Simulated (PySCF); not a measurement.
Predicted microwave data (CAM-B3LYP/def2-SVPD in PySCF (dipole) on a GFN2-xTB geometry, gas phase) for one isomer of C5H9FO2:

| Quantity | Value |
| --- | --- |
| Rotational constants | A = 3082, B = 1281, C = 1067 MHz |
| Dipole components | \|μa\| = 1.88 D, \|μb\| = 3.24 D, \|μc\| = 0.00 D |
| Inertial defect | -84.75 u·Å² |
| κ | -0.79 |

Task: Which structure is it? (One computed conformer of each.)
A. `[CH3:1][O:2][CH2:3][C@H:4]([CH3:5])[C:6](=[O:7])[F:8]` with C1–O2–C3–C4 -174°, O2–C3–C4–C5 -170°, C3–C4–C6–O7 29°
B. `[CH3:1][CH2:2][O:3][C@@H:4]([F:5])[CH2:6][CH:7]=[O:8]` with C1–C2–O3–C4 177°, C2–O3–C4–F5 69°, O3–C4–C6–C7 62°, C4–C6–C7–O8 132°
C. `[F:1][CH2:2][CH2:3][CH:4]1[O:5][CH2:6][CH2:7][O:8]1` with F1–C2–C3–C4 -68°, C2–C3–C4–O5 175°, C3–C4–O5–C6 136°, C4–O5–C6–C7 5°, O5–C6–C7–O8 -24°, C6–C7–O8–C4 34°

Result: A. It is COC[C@H](C)C(=O)F, an asymmetric top, point group C1. The candidates at the same level (rigid rotor, commonest isotopes):

```tsv
SMILES	A (MHz)	B (MHz)	C (MHz)	μa (D)	μb (D)	μc (D)	Δ (u·Å²)	point group	rotor
COC[C@H](C)C(=O)F	3082	1281	1067	1.88	3.24	0.00	-84.75	C1	asymmetric top
FCCC1OCCO1	4975	1151	1055	1.98	0.58	1.14	-61.88	C1	near-prolate asymmetric top
CCO[C@@H](F)CC=O	3079	1096	851.5	3.00	0.45	0.32	-31.76	C1	asymmetric top
```

`CCO[C@@H](F)CC=O` has C 20 % too low; `FCCC1OCCO1` has A 61 % too high. No structure here is proved a minimum.
